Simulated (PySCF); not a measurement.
These are PySCF with B3LYP-D3(BJ)/def2-TZVP // M06-2X/def2-TZVP values and carry that method's errors. Gas-phase values, no solvent. One relaxed conformer stands for a flexible species; it need not be the lowest. B3LYP has the VWN-RPA correlation part, as in Gaussian. Delta-SCF ions had no search for a lower state. 

Reference species (SMILES): `B` (neutral, multiplicity 1).

The HOMO–LUMO gap comes out as 7.53 eV. The LUMO is -2.22 eV and the HOMO comes out as -9.75 eV. The vertical ionisation energy (Delta-SCF) comes out as 13.18 eV.

After one change: the HOMO–LUMO gap decreases by 0.84 eV; the LUMO rises by 0.72 eV; the HOMO rises by 1.56 eV; the vertical ionisation energy (Delta-SCF) falls by 2.63 eV.

**Question.** What was changed between the two runs? The new species is one of these.
A) `BC=O`
B) `BCC`
C) `BC(C)C`
D) `BBr`

**Answer.** C, `BC(C)C`
